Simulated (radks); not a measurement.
Question: The table gives one normalised radial function P(r) = r R(r) (large component) of B3+ in 2s2 (r in bohr). All-electron calculation, Dirac Kohn-Sham, exchange-only PBE, spin-unpolarised, spherical densities, finite nucleus; Fermi nuclear charge, rms radius 2.406 fm. Program: a radial shooting solver on a logarithmic mesh with Libxc functionals.

| r | P |
|---|---|
| 0.01107 | 0.0786 |
| 0.01342 | 0.0941 |
| 0.01626 | 0.1123 |
| 0.0197 | 0.1337 |
| 0.02387 | 0.1585 |
| 0.02892 | 0.1870 |
| 0.03505 | 0.2193 |
| 0.04246 | 0.2553 |
| 0.05145 | 0.2946 |
| 0.06234 | 0.3361 |
| 0.07554 | 0.3781 |
| 0.09153 | 0.4178 |
| 0.1109 | 0.4510 |
| 0.1344 | 0.4721 |
| 0.1628 | 0.4741 |
| 0.1973 | 0.4483 |
| 0.239 | 0.3861 |
| 0.2896 | 0.2795 |
| 0.3509 | 0.1244 |
| 0.4252 | -0.0764 |
| 0.5152 | -0.3101 |
| 0.6243 | -0.5533 |
| 0.7564 | -0.7715 |
| 0.9166 | -0.9157 |
| 1.111 | -0.9504 |
| 1.346 | -0.8676 |
| 1.63 | -0.6935 |
| 1.976 | -0.4799 |
| 2.394 | -0.2816 |
| 2.9 | -0.1356 |
| 3.514 | -0.0513 |
| 4.258 | -0.0146 |

Which n and l does it have? It may be an empty orbital.

Answer: n = 2, l = 0: the number of nodes gives n - l - 1 = 1, the rise at small r points to l (this Dirac orbital starts outside the nucleus as r^gamma with gamma = sqrt((l + 1)^2 - (Z/c)^2) = 1.00; the j = 1/2 orbital of l + 1 starts with the same power, but with a smaller coefficient, and then steepens), and the extent must fit the shell. The curve is that of 2s1/2. 2s1/2: eigenvalue -59.120 eV, 1 radial node at r = 0.397 bohr, <r> = 1.25 bohr, 90 % of the charge inside 1.92 bohr.
